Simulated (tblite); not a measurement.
Species: C₄H₆Si.
SMILES with atom numbers: `[CH:1]1=[CH:2][SiH2:3][CH:4]=[CH:5]1` (hydrogens: H6 on C1; H7 on C2; H8, H9 on Si3; H10 on C4; H11 on C5)

Structure optimised with GFN2-xTB, isolated species.

(1) What internal coordinates does the optimisation give?

Answers

(1) 
```
          bond  length (pm)
  C1=C2, C4=C5        133.8
C2–Si3, Si3–C4        188.7
         C1–C5        145.7
 C1–H6, C5–H11        108.2
 C2–H7, C4–H10        107.7
Si3–H8, Si3–H9        146.4
```

Bonds in one row agree within 1 pm and their mean is given. A selection of angles:
```
    angle  degrees
 C2–C1–C5    116.2
 C2–C1–H6    124.3
 C5–C1–H6    119.5
C1–C2–Si3    109.4
 C1–C2–H7    122.3
Si3–C2–H7    128.3
C2–Si3–C4     88.8
C2–Si3–H8    113.4
H8–Si3–H9    112.3
```

Dihedral angles: C5–C1–C2–Si3 0° (synperiplanar); C1–C2–Si3–C4 0° (synperiplanar); C2–Si3–C4–C5 0° (synperiplanar); Si3–C4–C5–C1 0° (synperiplanar); C2–C1–C5–C4 0° (synperiplanar).

The 5-membered ring C1–C2–Si3–C4–C5 has internal angles of 88.8° to 116.2° (sum 540°, against 540° for a flat polygon); it is planar, 0.00 Å rms from its mean plane, widest ring torsion 0°. Si3 (SiH2 silicon) has angles from 88.8° to 113.5°. The 5 heavy atoms lie in one plane (0.000 Å rms). The 3 C–C bonds span 1.338 Å (C1=C2, drawn double) to 1.457 Å (C1–C5, drawn single), a spread of 0.119 Å.

Point group: C2v (every atom within 0.08 Å of its image). Its GFN2-xTB frequencies are all real (lowest 230 cm⁻¹).

All values are computed, not measured.
